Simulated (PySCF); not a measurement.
Levels of Br(30+) from EOM-EA-GCCSD

Reference: closed-shell Br(31+), [He] 2s2; one electron is added. Calculated with PySCF 2.14, two-component X2C-1e with screened spin-orbit coupling, an even-tempered Gaussian basis (17 s from 2.8 bohr⁻², ratio 2.6; 12 p from 3.6 bohr⁻², ratio 2.6; 7 d from 3.7 bohr⁻², ratio 2.8; 4 f from 73 bohr⁻², ratio 2.8); frozen nothing; the 32 highest virtual spinors dropped; of the others 50 kept and the rest restored at second order. No Breit or QED terms. Binding energies in eV.

```
level  Koopmans
2p1/2    3528.1
2p3/2    3472.4
```

How does correlation move these levels?

2p1/2: second order 3528.2, EOM-CCSD 3526.2; 2p3/2: second order 3472.8, EOM-CCSD 3472.0.

For comparison, the ionisation energy of Br(30+) is 3523.1 ± 2.2 eV (semi-empirical (NIST evaluation); NIST Atomic Spectra Database, ionization energies).

Only part of the computed levels is shown.
